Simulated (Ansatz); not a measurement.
Isolated molecules relaxed with PBE0-D4/def2-TZVP in Ansatz; ΔE leaves out vibrations. CCSD(T)/CBS is the MP2 limit (def2-TZVPP, def2-QZVPP) plus CCSD(T) − MP2 in def2-TZVPP, frozen cores. DFT in def2-TZVPP. HSE06 is defined as in plane-wave codes. For Ti outer-core shells are correlated without core-valence functions, which leaves a few kJ/mol of doubt a bond. Scalar relativity is left out up to krypton. Each species was taken in one conformer, which may not be the lowest.

Consider the redistribution: `[F][Ti]([Cl])([Cl])[Cl]` + `COB(O)OC` → `[OH][Ti]([Cl])([Cl])[Cl]` + `COB(F)OC`.

| level | ΔE (kJ/mol) | difference from CCSD(T)/CBS |
| --- | --- | --- |
| LDA (SPW92) | 20.9 | 8.3 |
| PBE-D4 | 22.7 | 10.1 |
| r2SCAN-D4 | 21.2 | 8.6 |
| B97M-V | 21.2 | 8.6 |
| HSE06-D4 | 18.4 | 5.8 |
| CAM-B3LYP-D4 | 16.4 | 3.8 |
| B2PLYP | 16.0 | 3.4 |
| BLYP | 21.1 | 8.5 |
| HSE06 | 19.0 | 6.4 |
| CAM-B3LYP | 17.0 | 4.4 |
| MP2/def2-SVP | 12.4 | -0.2 |
| HF/def2-TZVPP | 9.0 | -3.6 |
| CCSD(T)/def2-TZVPP | 14.1 | 1.5 |
| HF/def2-QZVPP | 10.7 | -1.9 |
| MP2/def2-QZVPP | 11.4 | -1.2 |
| MP2/CBS(def2) | 10.2 | -2.4 |
| CCSD(T)/CBS | 12.6 | 0 |

Largest T1 diagnostic among the species: 0.024, so the coupled-cluster value is less sure than usual.

From PBE to PBE0 (25 % exact exchange), in def2-TZVPP and without D4, ΔE moves by −4.4 kJ/mol. Leaving LDA and LC-ωPBE aside and taking each functional with its dispersion term where it has one, the values, not all of them listed here, spread over 11.1 kJ/mol, from BHLYP-D4 to revPBE-D4.
